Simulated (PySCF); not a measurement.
SMILES C([SiH2]N)S (CH7NSSi) (GFN2-xTB optimised geometry):

```
11

N      1.009    -1.534     0.204
Si     0.563     0.114     0.000
C     -1.339     0.114     0.000
S     -1.987     1.820     0.000
H      1.987    -1.761     0.279
H      0.529    -2.253    -0.312
H      1.085     0.840     1.153
H      0.991     0.766    -1.253
H     -1.738    -0.329     0.908
H     -1.781    -0.404    -0.849
H     -1.302     2.253    -1.057
```

Method: CAM-B3LYP/def2-TZVP in PySCF.

### Question
What are the frontier orbital energies and the dipole moment?

### Answer
HOMO-2 -10.21 eV, HOMO-1 -9.01 eV, HOMO -7.94 eV, LUMO 1.23 eV, LUMO+1 1.38 eV; dipole moment 2.64 D.

Meta-Löwdin charges at CAM-B3LYP/def2-TZVP: N1 -0.75, Si2 0.80, C3 -0.51, S4 -0.08, H5 0.23, H6 0.23, H7 -0.12, H8 -0.15, H9 0.14, H10 0.13, H11 0.08.
